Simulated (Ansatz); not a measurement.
`C[N](C)[SbH][SiH3]`, relaxed with RKS PBE-D4/def2-SVP in Ansatz 0.2.0 from a rough embedded geometry. The force threshold is 0.03 eV/Å; the program also tests the step.

Total charge 0; spin multiplicity 1. Sb takes the def2 core potential.

Start:

```xyz
15

C    -0.917   -1.440    1.293
N    -0.333   -0.310    0.602
C     1.005   -0.089    1.121
Sb   -0.221   -0.642   -1.412
Si   -0.394    1.782   -2.007
H    -0.365   -2.394    1.070
H    -1.978   -1.616    0.853
H    -1.083   -1.275    2.362
H     1.450    0.769    0.690
H     0.939    0.125    2.259
H     1.662   -0.985    1.003
H     1.555   -0.597   -1.475
H    -1.798    2.181   -1.802
H    -0.056    1.959   -3.419
H     0.534    2.532   -1.138
```

Q: By how much does the energy fall, and how many steps does the optimiser take? (Estimate.)

A: Ansatz gave: 45.46 kJ/mol, in 13 steps, 2 of them rejected.

Q: Which bonds change most? (Estimate.)

A: Computed: Sb4–Si5 from 2.503 to 2.609 Å; N2–Sb4 from 2.044 to 2.098 Å; C1–H7 from 1.161 to 1.110 Å; C3–H9 from 1.058 to 1.109 Å.

Q: Give the relaxed structure. (Estimate.)

A: The calculation gave: 
```xyz
15

C    -0.867   -1.634    1.319
N    -0.355   -0.495    0.575
C     0.872    0.033    1.139
Sb   -0.488   -0.699   -1.508
Si   -0.257    1.858   -1.973
H    -0.153   -2.496    1.402
H    -1.805   -2.016    0.864
H    -1.113   -1.321    2.361
H     1.193    0.951    0.607
H     0.704    0.310    2.206
H     1.733   -0.688    1.121
H     1.220   -0.916   -1.848
H    -1.583    2.528   -1.724
H     0.111    2.056   -3.423
H     0.787    2.528   -1.118
```
